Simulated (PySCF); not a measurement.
A GIAO shielding run with PySCF 2.14.0 with density-fitted response routines (density fitting, non-relativistic, gas phase) on SMILES FC(S(=O)(=O)Cl)(F)F, CClF$_{3}$O$_{2}$S:

```
$ OMP_NUM_THREADS=1 python probes_run.py task.json out

{"job": {"kind": "nmr", "xc": "PBE0", "basis": "def2-TZVP", "pop": true}, "charge": 0, "multiplicity": 1}
O      1.387139    -0.079908     1.419034
S      0.954741    -0.068003     0.044882
O      1.416175    -1.005502    -0.946641
Cl     1.179036     1.848663    -0.696695
C     -0.918761    -0.132458     0.035331
F     -1.259825    -1.337569     0.435628
F     -1.391614     0.771036     0.860341
F     -1.358876     0.082791    -1.182215
```

Hardware: 1 thread of an Arm Neoverse V2, shared host. The job also computes population analyses, field gradients.

Question: How large is the calculation?

Answer: 82 electrons, 260 basis functions and 801 auxiliary functions.

Question: How long does it take, and how much memory does it need?

Answer: 31 s of wall time, with 14 SCF cycles and 5 response iterations; peak memory 1.2 GiB. Times on a shared host scatter by some tens of per cent.

Question: And these other runs on the same molecule and hardware: GIAO shielding at PBE0/IGLO-III; GIAO shielding at PBE0/aug-cc-pVDZ; GIAO shielding at PBE0/cc-pVDZ; GIAO shielding at PBE0/cc-pVTZ; GIAO shielding at PBE0/def2-SVP?

Answer: PBE0/IGLO-III: 298 functions, 37 s; PBE0/aug-cc-pVDZ: 192 functions, 20 s; PBE0/cc-pVDZ: 120 functions, 11 s; PBE0/cc-pVTZ: 248 functions, 30 s; PBE0/def2-SVP: 120 functions, 9.7 s.
